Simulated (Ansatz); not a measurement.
Two members of one family (Series SnX4), computed with Ansatz in the gas phase; def2 core potentials for Sn, no spin–orbit coupling. Binding counts from free atoms in the multiplicity of their measured ground term, without zero-point energy. A dash marks a value that wasn't run or was left out as unsound. The structures are stationary points that may keep the symmetry of their start. Remarks come from the PBE and PBE0 runs and from stability tests at other levels; not every state was tested. HOMO above LUMO (over both spins in singlets and doublets, within one spin in higher multiplets; at PBE or PBE0), or a gap under 0.15 eV within one spin, warns that the state may not be the lowest or that an electron is smeared out.

First: SnF4 (singlet, charge 0, r2SCAN-D4/def2-SVP geometry).

```xyz
5

Sn    0.000    0.000    0.000
F     1.845   -0.466    0.139
F    -0.578    0.805    1.630
F    -1.030   -1.571   -0.332
F    -0.237    1.232   -1.437
```

```json
{"level": "PBE-D4/def2-SVP", "HOMO (eV)": "-9.71", "LUMO (eV)": "-4.66", "gap (eV)": "5.05", "vertical IE (eV)": "–", "vertical triplet (eV)": "–", "binding per atom (eV)": "3.60"}
{"level": "PBE-D4/def2-TZVP", "HOMO (eV)": "-10.21", "LUMO (eV)": "-4.98", "gap (eV)": "5.24", "vertical IE (eV)": "13.62", "vertical triplet (eV)": "5.21", "binding per atom (eV)": "3.69"}
{"level": "PBE0-D4/def2-TZVP", "HOMO (eV)": "-12.39", "LUMO (eV)": "-4.01", "gap (eV)": "8.38", "vertical IE (eV)": "14.74", "vertical triplet (eV)": "6.21", "binding per atom (eV)": "3.45"}
{"level": "r2SCAN0-D4/def2-TZVP", "HOMO (eV)": "-12.79", "LUMO (eV)": "-3.89", "gap (eV)": "8.89", "vertical IE (eV)": "–", "vertical triplet (eV)": "–", "binding per atom (eV)": "3.34"}
{"level": "ωB97X-V/def2-TZVP", "HOMO (eV)": "-14.96", "LUMO (eV)": "-1.70", "gap (eV)": "13.27", "vertical IE (eV)": "–", "vertical triplet (eV)": "–", "binding per atom (eV)": "3.58"}
```

Remarks: gap within one spin near zero at PBE or PBE0 (+1 doublet), gap within one spin near zero at PBE or PBE0 (triplet).

Second: Sn(OH)4 (singlet, charge 0, r2SCAN-D4/def2-SVP geometry).

```xyz
9

Sn    0.0000    0.0002    0.0001
O    -1.7048   -0.7863   -0.6092
H    -2.4480   -0.2364   -0.3189
O     1.2625   -1.5096    0.1490
H     0.7818   -2.3272    0.3473
O    -0.4275    0.9875    1.6551
H     0.2045    1.7107    1.7844
O     0.8701    1.3084   -1.1945
H     1.4614    0.8526   -1.8135
```

Problem. Estimate how these quantities change from the first to the second (second minus first).

Solution. 
```
               level  Δ HOMO (eV)  Δ LUMO (eV)  Δ gap (eV)  Δ vertical IE (eV)  Δ vertical triplet (eV)  Δ binding per atom (eV)
     PBE-D4/def2-SVP         2.80         2.16       -0.64                   –                        –                     0.02
    PBE-D4/def2-TZVP         2.83         2.09       -0.75               -3.25                    -0.81                     0.01
   PBE0-D4/def2-TZVP         3.23         2.08       -1.15               -3.53                    -1.03                     0.09
r2SCAN0-D4/def2-TZVP         3.35         2.13       -1.22                   –                        –                     0.12
   ωB97X-V/def2-TZVP         3.31         1.91       -1.39                   –                        –                     0.04
```

Remarks: gap within one spin near zero at PBE or PBE0 (+1 doublet), gap within one spin near zero at PBE or PBE0 (triplet).
